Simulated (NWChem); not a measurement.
System: C$_{2}$H$_{4}$ClFSi; SMILES C=C[SiH](F)Cl

```xyz
9

Si     0.3503    -0.0696     0.3424
F      1.9259    -0.3690     0.1100
Cl    -0.6664    -1.6890    -0.4172
C     -0.1486     1.4725    -0.5409
C     -0.6144     2.5335     0.1291
H      0.1082     0.0287     1.8017
H     -0.0710     1.5212    -1.6342
H     -0.7143     2.5321     1.2210
H     -0.9204     3.4551    -0.3781
```
Atoms are numbered in this order, from 1.

Computed with NWChem. Pople sets run with spherical d functions. All runs use the structure optimised with PBE0/def2-SVP. Level: PBE0/6-31+G*; rows give the wavelength of the field.

| field | isotropic polarisability (bohr³) | anisotropy (bohr³) |
|---|---|---|
| static | (withheld) | (withheld) |
| 1065 nm | 57.3 | 28.1 |
| 589 nm | 58.7 | 29.6 |

What belongs in the gaps?


- static, isotropic polarisability (bohr³): 56.7
- static, anisotropy (bohr³): 27.5
